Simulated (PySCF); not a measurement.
Can point charges reproduce the dipole moment of `C=C(C)Pc1ccncc1`?

Coordinates (GFN2-xTB, Å) and charges (e) from the PBE0/pcSseg-1 density (PySCF):

```tsv
atom	x	y	z	Mulliken	IAO	Hirshfeld	ESP-fitted
C1	-2.736	0.246	1.180	-0.0378	-0.3095	-0.0974	-0.5434
C2	-1.930	0.322	0.129	-0.6471	-0.1536	-0.0320	+0.4551
C3	-1.941	-0.656	-1.003	-0.1348	-0.4231	-0.1211	-0.6669
P4	-0.706	1.691	0.054	+0.4922	+0.3733	+0.1259	-0.4215
C5	0.805	0.655	0.084	-0.4042	-0.1603	-0.0351	+0.8069
C6	1.796	0.769	-0.887	-0.1292	-0.1888	-0.0588	-0.7603
C7	2.933	-0.013	-0.768	+0.1689	-0.0082	+0.0163	+0.5503
N8	3.136	-0.860	0.226	-0.4138	-0.2823	-0.1669	-0.7465
C9	2.202	-0.957	1.158	+0.1701	-0.0076	+0.0171	+0.5973
C10	1.028	-0.224	1.141	-0.0995	-0.1851	-0.0581	-0.8278
H11	-2.702	0.980	1.969	+0.1153	+0.1528	+0.0430	+0.1985
H12	-3.461	-0.545	1.292	+0.1130	+0.1484	+0.0490	+0.1854
H13	-0.959	-1.117	-1.116	+0.1451	+0.1560	+0.0394	+0.1587
H14	-2.177	-0.146	-1.938	+0.1312	+0.1519	+0.0451	+0.1623
H15	-2.679	-1.437	-0.834	+0.1152	+0.1466	+0.0463	+0.1913
H16	-0.716	1.809	-1.344	+0.0324	-0.0328	-0.0108	+0.1345
H17	1.677	1.449	-1.718	+0.0882	+0.1532	+0.0501	+0.2214
H18	3.722	0.038	-1.507	+0.1030	+0.1563	+0.0512	+0.0319
H19	2.410	-1.657	1.956	+0.1032	+0.1565	+0.0515	+0.0202
H20	0.291	-0.337	1.923	+0.0887	+0.1565	+0.0452	+0.2527
```

**Question.** Compute μ = Σ q r for each scheme (1 e·Å = 4.803 D) and compare with the dipole of the full density.

**Answer.** The full density gives (-2.21, -0.05, -0.72) D, 2.32 D in size; dipole vectors point from the negative to the positive end.

| scheme | μx | μy | μz | size (D) | share of the full size (%) | angle to the full dipole (°) |
| --- | --- | --- | --- | --- | --- | --- |
| Mulliken | -2.28 | 1.18 | -0.68 | 2.66 | 114 | 28 |
| IAO | -1.91 | 1.65 | -0.05 | 2.52 | 109 | 45 |
| Hirshfeld | -1.36 | 0.88 | -0.10 | 1.62 | 70 | 36 |
| ESP-fitted | -2.20 | -0.02 | -0.68 | 2.30 | 99 | 1 |

**Question.** Which set comes closest?

**Answer.** Length of the difference vector: ESP-fitted 0.05 D, Mulliken 1.23 D, Hirshfeld 1.40 D, IAO 1.85 D. Closest: ESP-fitted. 

**Question.** What is left for the Hirshfeld atoms' own dipoles?

**Answer.** The Hirshfeld atoms' densities add up to the full density, so μ = Σ q r + Σ (atomic dipoles). The atomic dipoles sum to (-2.21, -0.05, -0.72) − (-1.36, 0.88, -0.10) = (-0.85, -0.93, -0.62) D, 1.40 D in size.

**Question.** With the origin at the mean of the coordinates, (0.000, 0.001, 0.000) Å, which are the largest single terms, by size, of the IAO dipole along the direction of the full one?

**Answer.** C3 -4.41, N8 +4.11, C1 -3.31, H18 -2.30, H19 -2.15 D; all 20 atoms together +1.80 D. The single terms depend on the origin, their sum doesn't.

**Question.** Give the size of the full dipole in other units.

**Answer.** 2.32 D = 0.913 au = 0.483 e·Å = 7.74 × 10⁻³⁰ C·m.

Geometry: GFN2-xTB, one conformer, isolated molecule.

These values come from a run that also computed NMR shieldings. Rough CPU time on one thread of a shared machine: about 2.1 min.

Conformer computed: `[CH2:1]=[C:2]([CH3:3])[PH:4][c:5]1[cH:6][cH:7][n:8][cH:9][cH:10]1`: C1–C2–P4–C5 117°, C2–P4–C5–C6 126°.
